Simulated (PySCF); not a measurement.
How methods differ on the electron affinity of Hf

Hf- [Xe] 4f14 5d3 6s2 (4F) → Hf [Xe] 4f14 5d2 6s2 (3F), as a difference of total energies. All numbers are calculated (PySCF 2.14, scalar relativity by spin-free X2C-1e, in x2c-TZVPPall with one added diffuse shell each of s, p, d, f type (12s8p8d4f1g, 113 functions)). The calculations carry no spin-orbit coupling.

```json
{"method": "UHF", "electron affinity (eV)": "-1.082"}
{"method": "MN15", "electron affinity (eV)": "-0.102"}
{"method": "TPSS", "electron affinity (eV)": "0.106"}
{"method": "HSE06", "electron affinity (eV)": "-0.071"}
```

The configuration of this anion was assumed by filling the next shell in order. It is not the known or likely ground configuration (Ca⁻, Sr⁻ and Ba⁻, for instance, bind a p electron), so these values are not the electron affinity of the element.

A negative affinity means that the anion lies above the atom at that level of theory.

In the anion the highest occupied orbital energy is positive at MN15, TPSS, HSE06, a self-interaction effect; the basis confines that electron, and the energy difference can still be sensible.
